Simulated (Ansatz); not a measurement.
Z-matrix (Å, degrees):
```
C
C 1 1.529
H 1 1.097 2 111.0
H 1 1.095 2 111.4 3 -119.1
H 1 1.092 2 112.3 3 120.8
C 2 1.529 1 111.6 3 57.7
Al 2 1.955 1 112.8 3 -174.2
H 2 1.101 1 107.4 3 -59.7
H 6 1.097 2 111.0 1 -57.7
H 6 1.092 2 112.3 1 -178.5
H 6 1.095 2 111.4 1 61.3
O 7 1.698 2 118.7 1 26.4
O 7 1.698 2 118.6 1 -154.7
H 12 0.955 7 125.7 2 178.4
H 13 0.955 7 125.7 2 -178.4
```

Total charge 0; spin multiplicity 1.

Problem. List the PBE0/def2-TZVPP orbital energies in eV (Ansatz 0.2.0). (An estimate is asked.)

Solution. Computed: Occupied: -1527.16, -522.01, -522.00, -277.72, -277.68, -277.68, -113.06, -73.19, -73.04, -72.96, -27.17, -26.93, -21.60, -18.94, -15.92, -14.21, -13.64, -12.39, -11.90, -11.07, -10.52, -10.23, -9.44, -9.36, -9.20, -8.98, -8.87, -7.39. Lowest empty: -0.15, 0.41, 1.45, 1.56, 2.25, 2.71, 2.73, 3.47.
